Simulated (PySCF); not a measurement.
C₅H₇F. Atoms are numbered in the order given.

```xyz
13

C      1.6378    -0.0636     1.3659
C      1.2684     0.5545     0.2433
C     -0.0892     0.4672    -0.4061
F      0.1050     0.4637    -1.7909
C     -0.8821    -0.7470    -0.0263
C     -2.0030    -0.7158     0.6956
H      0.9545    -0.7234     1.9084
H      2.6368     0.0776     1.7860
H      1.9635     1.2184    -0.2840
H     -0.6657     1.3815    -0.1685
H     -0.4604    -1.6980    -0.3710
H     -2.4303     0.2298     1.0456
H     -2.5357    -1.6308     0.9678
```

The structure is a stationary point at B3LYP-D3(BJ)/def2-SVP. Other conformers were not sampled.

All values below come from HF/def2-TZVP (PySCF).

ESP charges are fitted to the potential on shells at 1.4 to 2.0 van der Waals radii. Atomic charges (e):

```
atom  ESP fit  Löwdin  Mulliken  meta-Löwdin
----  -------  ------  --------  -----------
C1      -0.48   -0.19         ?        -0.23
C2      -0.21   -0.17     -0.25        -0.11
C3       0.44   -0.26         ?         0.27
F4      -0.33    0.04     -0.31        -0.38
C5      -0.15   -0.16     -0.20        -0.10
C6      -0.52   -0.18         ?        -0.22
H7       0.21    0.12         ?         0.11
H8       0.21    0.12         ?         0.11
H9       0.17    0.14      0.13         0.11
H10      0.05    0.14      0.08         0.10
H11      0.18    0.14      0.13         0.11
H12      0.22    0.12         ?         0.11
H13      0.22    0.12         ?         0.12
```

Problem. What belongs in the gaps? (An estimate is asked for; the answer gives what the named calculation found.)

Solution. 
- C1, Mulliken: -0.24
- C3, Mulliken: 0.35
- C6, Mulliken: -0.25
- H7, Mulliken: 0.14
- H8, Mulliken: 0.14
- H12, Mulliken: 0.13
- H13, Mulliken: 0.14

Problem. Give the Mayer and Wiberg (Löwdin basis) orders of the bonds. (The exact figures need the calculation; the answer reports its results.)

Solution. 
| bond | Mayer | Wiberg |
|---|---|---|
| C1–C2 | 1.96 | 2.18 |
| C2–C3 | 0.99 | 1.16 |
| C3–F4 | 0.89 | 1.52 |
| C3–C5 | 0.98 | 1.17 |
| C5–C6 | 1.97 | 2.17 |
| C1–H7 | 0.96 | 0.89 |
| C1–H8 | 0.97 | 0.90 |
| C2–H9 | 0.97 | 0.83 |
| C3–H10 | 0.99 | 0.82 |
| C5–H11 | 0.97 | 0.83 |
| C6–H12 | 0.97 | 0.89 |
| C6–H13 | 0.97 | 0.90 |
